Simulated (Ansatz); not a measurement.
Total energies of C$_{6}$H$_{18}$AlP, SMILES `CC[P+]([AlH3-])(CC)CC`.

```xyz
26

C     2.3635   -1.4536    0.3443
C     1.7972   -0.0412    0.3588
P     0.0090    0.0095   -0.0091
Al   -1.3356   -1.5011    1.3764
C    -0.1051   -0.3301   -1.8000
C    -1.5415   -0.4048   -2.2970
C    -0.4486    1.7696    0.1590
C    -0.4865    2.2344    1.6075
H     3.4211   -1.4434    0.6155
H     1.8379   -2.0930    1.0564
H     2.2808   -1.9151   -0.6417
H     1.9160    0.3978    1.3533
H     2.3221    0.6098   -0.3487
H    -0.5660   -1.3513    2.7792
H    -1.1281   -2.8766    0.5716
H    -2.7712   -0.7897    1.2505
H     0.3952   -1.2892   -1.9604
H     0.4686    0.4303   -2.3409
H    -2.1033   -1.1688   -1.7558
H    -1.5651   -0.6563   -3.3591
H    -2.0652    0.5450   -2.1717
H     0.2428    2.3731   -0.4391
H    -1.4402    1.8709   -0.2909
H    -0.8099    3.2756    1.6659
H     0.4944    2.1672    2.0823
H    -1.1823    1.6308    2.1938
```

Charge 0, multiplicity 1. Geometry: relaxed with PBE0-D4/def2-TZVP. It is one conformer, not always the lowest. Basis def2-TZVPP, Ansatz.

RPA on PBE orbitals: Hartree–Fock energy of these orbitals -820.36899 Eh, correlation -2.31694 Eh (frozen core).

```tsv
functional	energy without D4 (Eh)	D4 term (kJ/mol)
revPBE	-823.16875	-203.7
B97M-V	-823.25300	–
```

(1) Give the same for LDA (SPW92), PBE, BLYP, r2SCAN, PBE0, B3LYP, r2SCANh, r2SCAN0, HSE06 (plane-wave form), BHLYP, CAM-B3LYP, LC-ωPBE, ωB97X-V, ωB97M-V, B2PLYP, PBE-QIDH. (Best estimate.)

B3LYP takes the VWN-RPA correlation (the form of Gaussian; ORCA's B3LYP/G). HSE06 is the plane-wave form, built on full-range PBE exchange. The double hybrids freeze the cores in their second-order part.

Results:

(1) Computed: 
| functional | energy without D4 (Eh) | D4 term (kJ/mol) |
| --- | --- | --- |
| LDA (SPW92) | -818.74827 | – |
| PBE | -822.71756 | -71.0 |
| BLYP | -823.19904 | -150.4 |
| r2SCAN | -823.16805 | -20.0 |
| PBE0 | -822.82890 | -61.4 |
| B3LYP | -823.43253 | -112.2 |
| r2SCANh | -823.15828 | -21.2 |
| r2SCAN0 | -823.14538 | -23.2 |
| HSE06 (plane-wave form) | -822.79949 | -57.5 |
| BHLYP | -823.21306 | -85.6 |
| CAM-B3LYP | -823.23792 | -62.8 |
| LC-ωPBE | -823.05579 | – |
| ωB97X-V | -823.22563 | – |
| ωB97M-V | -823.17746 | – |
| B2PLYP | -822.88918 | – |
| PBE-QIDH | -822.63106 | – |

LC-ωPBE has ω = 0.4 bohr⁻¹.
